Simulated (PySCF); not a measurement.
**Distorted geometries of [Bi(NH3)]3+**

[Bi(NH3)]3+ (singlet). PySCF 2.14.0, RKS BP86, Bi def2-SVP with ECP60, N def2-SVP, H def2-SVP; non-relativistic Hamiltonian with scalar-relativistic core potentials where named; density fitting; no spin-orbit coupling. Relaxed geometry:

```xyz
5

Bi    0.0000    0.0000   -0.1893
N     0.0000    0.0000    2.1636
H     0.9794    0.0000    2.5814
H    -0.4897    0.8481    2.5814
H    -0.4897   -0.8482    2.5814
```

Task: Order these distorted geometries by energy above the relaxed one, lowest first.
A.
```xyz
5

Bi   -0.0657   -0.1694   -0.1788
N     0.1821   -0.1080    2.0249
H     0.9878    0.1267    2.6275
H    -0.7359    0.8850    2.5215
H    -0.3683   -0.7343    2.7233
```
B.
```xyz
5

Bi   -0.0669   -0.0073   -0.2216
N     0.1131   -0.2101    2.1681
H     0.9975   -0.0644    2.5136
H    -0.4052    1.0116    2.6843
H    -0.6384   -0.7298    2.5739
```
C.
```xyz
5

Bi   -0.0837    0.0225   -0.1773
N    -0.0251   -0.0343    2.0546
H     1.0310    0.0086    2.5950
H    -0.5014    0.8949    2.6702
H    -0.4208   -0.8917    2.5759
```

Result: C (0.53 eV), A (1.51 eV), B (1.71 eV).

Task: Which forces (eV/Å) act in the one that lies 1.51 eV up?

Result: 
```
Bi   0.29 -0.23 -0.50
N   -4.83  2.43  2.65
H    1.60  0.46  0.06
H    2.51 -1.89 -1.30
H    0.43 -0.77 -0.90
```
Forces carry noise of the integration grid, about 0.01 to 0.03 eV/Å.
